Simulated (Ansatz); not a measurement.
The same path of C₂H₅NSi (9 atoms, charge 0, multiplicity 1) was run twice with different band settings.

All numbers below come from Ansatz, RKS B3LYP/def2-SVP.

Relaxed end points:

```xyz
9
Properties=species:S:1:pos:R:3
C -0.685 0.203 1.710
N -0.164 0.014 0.412
C 0.271 -0.192 -0.657
Si 0.974 -0.876 -2.286
H -0.788 -0.762 2.233
H -0.015 0.855 2.292
H -1.675 0.683 1.649
H -0.027 -0.065 -3.096
H 2.108 0.140 -2.257
```

```xyz
9
Properties=species:S:1:pos:R:3
C -0.692 0.198 1.707
N -0.146 0.037 0.416
C 0.360 -0.125 -0.629
Si 1.450 -0.535 -2.132
H -1.651 -0.339 1.777
H -0.005 -0.197 2.473
H -0.873 1.266 1.906
H 0.271 -1.182 -2.845
H 1.286 0.878 -2.674
```

Common settings: climbing image yes; spring 5.0 eV/Å²; optimiser quadratic models (default); start path through a guess of the saddle point; force threshold 0.03 eV/Å; iteration limit 60; end points relaxed.

| run | movable images |
| --- | --- |
| 1 | 7 |
| 2 | 1 |

Question: What does each run give, and how far can it be trusted?

Answer: Run 1: converged after 32 iterations, highest image 0.002 eV above the first end. The top lies less than 8 meV above the higher end, about what the thresholds resolve: that end is a shoulder or a very shallow well. A vibrational analysis at the climbing image gives no mode beyond 40i cm⁻¹: the surface is too flat there to confirm a saddle point.
Run 2: converged after 21 iterations, highest image 0.002 eV above the first end. The top lies less than 8 meV above the higher end, about what the thresholds resolve: that end is a shoulder or a very shallow well. Another band between the same ends (7 images) ends at a top of the same energy, where a vibrational analysis finds no clearly imaginary modes. So few images can step over the top or miss a turn of the path.
